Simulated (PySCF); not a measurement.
## GeCl₄ + 2 F₂ → GeF₄ + 2 Cl₂

Level: PBE0 in the def2-SVP basis family, all electrons, no relativity, computed in PySCF with density fitting; open shells unrestricted.

```tsv
species	state and structure	E (Eh)	ZPE (kJ/mol)	H(298 K) − H(0) (kJ/mol)	S° (J/(mol K))
GeCl₄	singlet, Td, Ge–Cl 2.126 Å (×4)	-3916.27477	15.3	21.1	348.7
F₂	singlet, D∞h, F–F 1.376 Å	-199.15566	6.5	8.7	201.9
GeF₄	singlet, Td, Ge–F 1.698 Å (×4)	-2475.29594	26.2	17.3	302.4
Cl₂	singlet, D∞h, Cl–Cl 2.025 Å	-919.76210	3.2	9.2	223.2
```

Task: What is the electronic reaction energy?

Result: At PBE0/def2-SVP, ΔE = -614.5 kJ/mol from the differences of the total energies times 2625.5, downhill. Fluorination of this kind underlies dry etching and chamber cleaning.

Task: Add zero-point, thermal and entropy terms for 298.15 K and 1 bar.

Result: ΔZPE = 4.3 and Δ[H(298) − H(0)] = -2.8 kJ/mol give ΔH° = -613.0 kJ/mol. ΔS° = -3.7 J/(mol K), so ΔG° = -613.0 − 298.15 × (-0.0037) = -612 kJ/mol.

Only the bonding shown was studied: isomers, or loss of a ligand pair, can lie lower.
